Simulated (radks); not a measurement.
The numbers below are computed, except where a source is named.
Ionisation of neutral chlorine, [Ne] 3s2 3p5, to Cl+, [Ne] 3s2 3p4, under several functionals. Non-relativistic Kohn-Sham, spin-unpolarised, spherical densities, point nucleus; a radial shooting solver on a logarithmic mesh with Libxc functionals.

functional	E(Cl) (hartree)	Exc (hartree)	IE (eV)	-e(HOMO) (eV)	<r> HOMO (bohr)	IE error (eV)
PBEsol	-459.27538	-27.25791	13.851	8.576	1.843	+0.883
LDA (Slater exchange, Perdew-Wang correlation)	-458.65828	-26.61958	13.984	8.716	1.845	+1.016
XLYP	-460.29473	-28.30233	13.779	8.508	1.851	+0.812
r2SCAN	-460.10805	-28.12881	14.204	8.932	1.837	+1.237
Wu-Cohen GGA	-459.68618	-27.68455	13.867	8.584	1.841	+0.900
TASK exchange with Perdew-Wang LDA correlation	-459.96326	-27.98734	14.604	9.311	1.824	+1.636
revPBE	-460.06904	-28.07764	13.860	8.574	1.843	+0.892
BP86	-460.19597	-28.20499	13.978	8.702	1.842	+1.011
TPSS	-460.16706	-28.18173	13.992	8.705	1.839	+1.024

NIST Atomic Spectra Database: 12.968 eV (measured). Closest: XLYP. The Delta-SCF values span 0.82 eV, the total energies 1.64 hartree. The highest occupied level is 3p. Spin polarisation and multiplet splitting are left out, so open shells lie too high by an amount that depends on their filling.

Beside tabulated values, note that spin-unpolarised runs miss the spin-polarisation part of the exchange energy of open shells.
